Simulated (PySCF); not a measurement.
O₂Se, triplet (typed; the unrestricted solution is spin-contaminated), geometry from GFN2-xTB (a higher spin typed on purpose: for a closed-shell molecule this is an excited state); DF-HF/aug-cc-pVDZ (PySCF).

PySCF was given this input:
```python
from pyscf import gto, scf
import numpy

mol = gto.M(
    atom='''
O    -1.393215    0.525512    0.028660
Se    0.013919   -0.278543   -0.023334
O     1.334057    0.658294    0.070509
''',
    basis='aug-cc-pvdz',
    charge=0,
    spin=2,
    verbose=4,
)
print('smallest overlap eigenvalue', numpy.linalg.eigvalsh(mol.intor('int1e_ovlp'))[0])

mf = scf.UHF(mol)
mf = mf.density_fit(auxbasis='def2-universal-jkfit')
mf = scf.addons.remove_linear_dep_(mf, threshold=1e-2, lindep=1e-2)
mf.kernel()
mf.analyze()
```

### Question
Predict the main parts of the log of this PySCF run.

### Answer

```
PySCF version 2.14.0

[INPUT] verbose = 4
[INPUT] num. atoms = 3
[INPUT] num. electrons = 50
[INPUT] charge = 0
[INPUT] spin (= nelec alpha-beta = 2S) = 2
[INPUT] symmetry False subgroup None
[INPUT] Mole.unit = angstrom
[INPUT] Symbol           X                Y                Z      unit          X                Y                Z       unit  Magmom
[...]
nuclear repulsion = 189.937458670602
number of shells = 25
number of NR pGTOs = 156
number of NR cGTOs = 82
basis = aug-cc-pvdz
ecp = {}
input.py:19: DeprecationWarning: remove_linear_dep_ is deprecated and will be removed in a future release. Linear dependency handling is now built into the SCF procedure by default. Linear dependency removal can be controlled using the following settings:
  pyscf.scf.hf.remove_overlap_zero_eigenvalue = True
  pyscf.scf.hf.overlap_zero_eigenvalue_threshold = 1e-6

  mf = scf.addons.remove_linear_dep_(mf, threshold=1e-2, lindep=1e-2)
smallest overlap eigenvalue 0.0031089502241192515
Applying remove_linear_dep_ on SCF object.
Using canonical orthogonalization with threshold 0.01

******** <class 'pyscf.df.df_jk.DFUHF'> ********
method = DFUHF
initial guess = minao
damping factor = 0
level_shift factor = 0
DIIS = <class 'pyscf.scf.diis.CDIIS'>
diis_start_cycle = 1
diis_space = 8
diis_damp = 0
SCF conv_tol = 1e-09
SCF conv_tol_grad = None
SCF max_cycles = 50
direct_scf = False
number electrons alpha = 26  beta = 24
Set gradient conv threshold to 3.16228e-05
******** <class 'pyscf.df.df.DF'> ********
auxbasis = def2-universal-jkfit
init E= -2548.83933747049

cycle= 1 E= -2549.24297555485  delta_E= -0.404  |g|= 0.494  |ddm|=  1.5
cycle= 2 E= -2549.31099793832  delta_E= -0.068  |g|= 0.402  |ddm|= 0.575
cycle= 3 E= -2549.37732969356  delta_E= -0.0663  |g|= 0.0667  |ddm|= 0.246
cycle= 4 E= -2549.38284550899  delta_E= -0.00552  |g|= 0.0344  |ddm|= 0.0813
cycle= 5 E= -2549.38534721199  delta_E= -0.0025  |g|= 0.0183  |ddm|= 0.0629
cycle= 6 E= -2549.38642575419  delta_E= -0.00108  |g|= 0.0104  |ddm|= 0.0449
cycle= 7 E= -2549.38682575743  delta_E= -0.0004  |g|= 0.00666  |ddm|= 0.0275
cycle= 8 E= -2549.38693189763  delta_E= -0.000106  |g|= 0.00554  |ddm|= 0.0106
cycle= 9 E= -2549.38698486735  delta_E= -5.3e-05  |g|= 0.00484  |ddm|= 0.00712
cycle= 10 E= -2549.38698966021  delta_E= -4.79e-06  |g|= 0.00478  |ddm|= 0.000961
cycle= 11 E= -2549.3869809331  delta_E= 8.73e-06  |g|= 0.0047  |ddm|= 0.00266
cycle= 12 E= -2549.38699338007  delta_E= -1.24e-05  |g|= 0.00482  |ddm|= 0.00461
cycle= 13 E= -2549.38699215903  delta_E= 1.22e-06  |g|= 0.00481  |ddm|= 0.00129
cycle= 14 E= -2549.38700405484  delta_E= -1.19e-05  |g|= 0.00453  |ddm|= 0.00227
cycle= 15 E= -2549.38701256269  delta_E= -8.51e-06  |g|= 0.00446  |ddm|= 0.00157
cycle= 16 E= -2549.38698188766  delta_E= 3.07e-05  |g|= 0.00478  |ddm|= 0.00448
cycle= 17 E= -2549.38698428262  delta_E= -2.39e-06  |g|= 0.00477  |ddm|= 0.000773
cycle= 18 E= -2549.38699750081  delta_E= -1.32e-05  |g|= 0.00458  |ddm|= 0.00249
cycle= 19 E= -2549.3870049575  delta_E= -7.46e-06  |g|= 0.00439  |ddm|= 0.00181
cycle= 20 E= -2549.38701380582  delta_E= -8.85e-06  |g|= 0.00425  |ddm|= 0.00262
cycle= 21 E= -2549.38701854795  delta_E= -4.74e-06  |g|= 0.00436  |ddm|= 0.00285
cycle= 22 E= -2549.38700588032  delta_E= 1.27e-05  |g|= 0.00451  |ddm|= 0.00444
cycle= 23 E= -2549.38700856977  delta_E= -2.69e-06  |g|= 0.00438  |ddm|= 0.00138
cycle= 24 E= -2549.38700445626  delta_E= 4.11e-06  |g|= 0.00446  |ddm|= 0.000879
cycle= 25 E= -2549.38699806518  delta_E= 6.39e-06  |g|= 0.00444  |ddm|= 0.00188
cycle= 26 E= -2549.38702606962  delta_E= -2.8e-05  |g|= 0.00401  |ddm|= 0.00478
cycle= 27 E= -2549.38701080687  delta_E= 1.53e-05  |g|= 0.00427  |ddm|= 0.00363
cycle= 28 E= -2549.3870082081  delta_E= 2.6e-06  |g|= 0.00435  |ddm|= 0.00262
cycle= 29 E= -2549.3870070301  delta_E= 1.18e-06  |g|= 0.00436  |ddm|= 0.00191
cycle= 30 E= -2549.38700154991  delta_E= 5.48e-06  |g|= 0.00443  |ddm|= 0.00141
cycle= 31 E= -2549.38700746494  delta_E= -5.92e-06  |g|= 0.00456  |ddm|= 0.00683
cycle= 32 E= -2549.38701674148  delta_E= -9.28e-06  |g|= 0.00445  |ddm|= 0.00322
cycle= 33 E= -2549.38700292903  delta_E= 1.38e-05  |g|= 0.00462  |ddm|= 0.00465
cycle= 34 E= -2549.38702445206  delta_E= -2.15e-05  |g|= 0.00428  |ddm|= 0.00723
cycle= 35 E= -2549.38703980025  delta_E= -1.53e-05  |g|= 0.00378  |ddm|= 0.00423
cycle= 36 E= -2549.38699570418  delta_E= 4.41e-05  |g|= 0.00451  |ddm|= 0.0084
cycle= 37 E= -2549.3870048374  delta_E= -9.13e-06  |g|= 0.00455  |ddm|= 0.01
cycle= 38 E= -2549.38699646509  delta_E= 8.37e-06  |g|= 0.00462  |ddm|= 0.00902
cycle= 39 E= -2549.38699992333  delta_E= -3.46e-06  |g|= 0.0046  |ddm|= 0.00248
cycle= 40 E= -2549.38700619161  delta_E= -6.27e-06  |g|= 0.0045  |ddm|= 0.00225
cycle= 41 E= -2549.387031177  delta_E= -2.5e-05  |g|= 0.00401  |ddm|= 0.00592
cycle= 42 E= -2549.38702061496  delta_E= 1.06e-05  |g|= 0.00407  |ddm|= 0.00967
cycle= 43 E= -2549.38703157499  delta_E= -1.1e-05  |g|= 0.00402  |ddm|= 0.0065
cycle= 44 E= -2549.38703500462  delta_E= -3.43e-06  |g|= 0.00402  |ddm|= 0.000911
cycle= 45 E= -2549.38703537402  delta_E= -3.69e-07  |g|= 0.00435  |ddm|= 0.00489
cycle= 46 E= -2549.38701859826  delta_E= 1.68e-05  |g|= 0.0042  |ddm|= 0.00735
cycle= 47 E= -2549.38701838233  delta_E= 2.16e-07  |g|= 0.00404  |ddm|= 0.00412
cycle= 48 E= -2549.38701560423  delta_E= 2.78e-06  |g|= 0.00483  |ddm|= 0.0186
cycle= 49 E= -2549.38701538418  delta_E= 2.2e-07  |g|= 0.00429  |ddm|= 0.0148
cycle= 50 E= -2549.38701338722  delta_E= 2e-06  |g|= 0.00435  |ddm|= 0.00558
SCF not converged.
SCF energy = -2549.38701338722 after 50 cycles  <S^2> = 2.1320965  2S+1 = 3.0868084
**** SCF Summaries ****
Total Energy =                       -2549.387013387218303
Nuclear Repulsion Energy =             189.937458670602297
One-electron Energy =                -3924.806489920986223
Two-electron Energy =                 1185.482017863165993
Two-electron Coulomb Energy =         1287.404780172400706
DFT Exchange-Correlation Energy =     -101.922762309234713
**** MO energy ****
                             alpha | beta                alpha | beta
[...]
To work with the spin densities directly, `use mulliken_meta_spin()` only printing them here.

 ** Mulliken spin pop alpha/beta on meta-lowdin orthogonal AOs **
 ** Mulliken Spin Density (per AO)  **
spin_pop of  0 O 1s       -0.00000
spin_pop of  0 O 2s       -0.00150
spin_pop of  0 O 3s       -0.00161
spin_pop of  0 O 4s        0.00082
spin_pop of  0 O 2px      -0.00388
spin_pop of  0 O 2py       0.50162
spin_pop of  0 O 2pz       0.16485
spin_pop of  0 O 3px       0.00013
spin_pop of  0 O 3py      -0.00081
spin_pop of  0 O 3pz       0.00174
spin_pop of  0 O 4px      -0.00034
spin_pop of  0 O 4py       0.00066
spin_pop of  0 O 4pz      -0.00074
spin_pop of  0 O 3dxy      0.00160
spin_pop of  0 O 3dyz     -0.00063
spin_pop of  0 O 3dz^2     0.00038
spin_pop of  0 O 3dxz     -0.00135
spin_pop of  0 O 3dx2-y2   -0.00105
spin_pop of  0 O 4dxy      0.00046
spin_pop of  0 O 4dyz     -0.00029
spin_pop of  0 O 4dz^2    -0.00005
spin_pop of  0 O 4dxz     -0.00024
spin_pop of  0 O 4dx2-y2   -0.00018
spin_pop of  1 Se 1s        0.00000
spin_pop of  1 Se 2s        0.00000
spin_pop of  1 Se 3s        0.00001
spin_pop of  1 Se 4s        0.08960
spin_pop of  1 Se 5s        0.00372
spin_pop of  1 Se 6s        0.00010
spin_pop of  1 Se 2px      -0.00000
spin_pop of  1 Se 2py       0.00000
spin_pop of  1 Se 2pz       0.00000
spin_pop of  1 Se 3px      -0.00001
spin_pop of  1 Se 3py       0.00001
spin_pop of  1 Se 3pz       0.00002
spin_pop of  1 Se 4px      -0.20653
spin_pop of  1 Se 4py       0.11004
spin_pop of  1 Se 4pz       0.67137
spin_pop of  1 Se 5px      -0.00153
spin_pop of  1 Se 5py       0.00211
spin_pop of  1 Se 5pz       0.00359
spin_pop of  1 Se 6px       0.00065
spin_pop of  1 Se 6py       0.00019
spin_pop of  1 Se 6pz       0.00032
spin_pop of  1 Se 3dxy     -0.00001
spin_pop of  1 Se 3dyz      0.00005
spin_pop of  1 Se 3dz^2     0.00003
spin_pop of  1 Se 3dxz      0.00003
spin_pop of  1 Se 3dx2-y2    0.00002
spin_pop of  1 Se 4dxy     -0.00541
spin_pop of  1 Se 4dyz      0.00772
spin_pop of  1 Se 4dz^2     0.00493
spin_pop of  1 Se 4dxz     -0.01089
spin_pop of  1 Se 4dx2-y2    0.00352
spin_pop of  1 Se 5dxy     -0.00007
spin_pop of  1 Se 5dyz      0.00087
spin_pop of  1 Se 5dz^2    -0.00004
spin_pop of  1 Se 5dxz      0.00072
spin_pop of  1 Se 5dx2-y2    0.00079
spin_pop of  2 O 1s       -0.00000
spin_pop of  2 O 2s       -0.00106
spin_pop of  2 O 3s       -0.00157
spin_pop of  2 O 4s        0.00080
spin_pop of  2 O 2px      -0.01330
spin_pop of  2 O 2py       0.51551
spin_pop of  2 O 2pz       0.16485
spin_pop of  2 O 3px       0.00017
spin_pop of  2 O 3py      -0.00083
spin_pop of  2 O 3pz       0.00172
spin_pop of  2 O 4px      -0.00057
spin_pop of  2 O 4py       0.00086
spin_pop of  2 O 4pz      -0.00074
spin_pop of  2 O 3dxy      0.00154
spin_pop of  2 O 3dyz     -0.00081
spin_pop of  2 O 3dz^2     0.00036
spin_pop of  2 O 3dxz     -0.00114
spin_pop of  2 O 3dx2-y2   -0.00100
spin_pop of  2 O 4dxy      0.00039
spin_pop of  2 O 4dyz     -0.00036
spin_pop of  2 O 4dz^2    -0.00006
spin_pop of  2 O 4dxz     -0.00016
spin_pop of  2 O 4dx2-y2   -0.00010
 ** Mulliken Spin Density (per atom)  **
spin density of  0 O =      0.65959
spin density of  1 Se =      0.67592
spin density of  2 O =      0.66450
 ** Mulliken pop alpha/beta on meta-lowdin orthogonal AOs **
 ** Mulliken pop       alpha | beta **
In total            26.00000 | 24.00000
 ** Mulliken atomic charges   ( Nelec_alpha | Nelec_beta ) **
charge of  0O =     -0.66019  (     4.65989      4.00030 )
charge of  1Se =      1.31694  (    16.67949     16.00357 )
charge of  2O =     -0.65674  (     4.66062      3.99612 )
Dipole moment(X, Y, Z, Debye):  0.12148, -2.15330, -0.18023
```

The run did not converge; its last values are not results.
